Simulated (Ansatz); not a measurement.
Compare A (`[SiH3][CH](S)[SbH2]`) with its isomer B (`C[SiH2][SbH][SH]`).

Calculated with Ansatz (gas phase, PBE0-D4/def2-TZVP geometries, no zero-point term in ΔE). CBS: MP2 limit from def2 TZ/QZ plus the TZ coupled-cluster correction, frozen cores. Functionals use def2-TZVPP. B3LYP here is the variant with VWN-RPA as its local correlation; programs differ in this. def2 core potentials past Kr. For Sb outer-core shells are correlated without core-valence functions, which leaves a few kJ/mol of doubt a bond. Each species was taken in one conformer, which may not be the lowest.

A:

```xyz
11

Si    0.359   -0.531    1.569
C     0.215    0.529    0.022
S     1.565    0.089   -1.087
Sb   -1.797    0.307   -0.789
H    -0.546    0.025    2.611
H     1.755   -0.531    2.080
H    -0.049   -1.925    1.257
H     0.288    1.582    0.313
H     1.040    0.537   -2.241
H    -1.384    1.124   -2.237
H    -1.445   -1.207   -1.496
```

B:

```xyz
11

C     1.113    0.850    1.034
Si   -0.609    0.580    0.353
Sb   -0.984   -1.946    0.000
S     0.619   -2.023   -1.835
H     1.330    1.916    1.129
H     1.218    0.390    2.020
H     1.853    0.404    0.367
H    -0.768    1.262   -0.962
H    -1.646    1.110    1.283
H    -2.369   -1.669   -0.969
H     0.243   -0.873   -2.420
```

(1) Which isomer does CCSD(T)/CBS put lower? Give the gap. (Best estimate.)

(2) Give E(B) − E(A) in kJ/mol with CCSD(T)/def2-SVP, B2PLYP, PBE0-D4, r2SCAN-D4, ωB97M-V, BLYP-D4, B3LYP. (Best estimate.)

(3) Does the order hold for the free energy at 298.15 K (harmonic terms from PBE0-D4)? (Best estimate.)

Largest T1 diagnostic: 0.013.

Answers

(1) The calculation gave: B, by 157.6 kJ/mol.

(2) Ansatz gave: CCSD(T)/def2-SVP -151.4, B2PLYP -162.2, PBE0-D4 -168.9, r2SCAN-D4 -168.0, ωB97M-V -159.1, BLYP-D4 -162.0, B3LYP -170.1. None reverses the order clearly.

(3) The calculation gave: Yes: G(B) − G(A) = -146.4 kJ/mol, for one conformer each. Modes under 60 cm⁻¹, often nearly free rotors, make the harmonic entropy too high.

In def2-TZVPP, CCSD(T) changes the Hartree–Fock value by +19.6 kJ/mol (the triples alone add +2.6 kJ/mol) and MP2 by +19.1 kJ/mol. The D4 term adds +5.4 kJ/mol with B3LYP and +2.4 kJ/mol with PBE0; it sums over pairs of atoms, weighted by their polarisabilities, and B3LYP, whose exchange is more repulsive, gets the larger term.
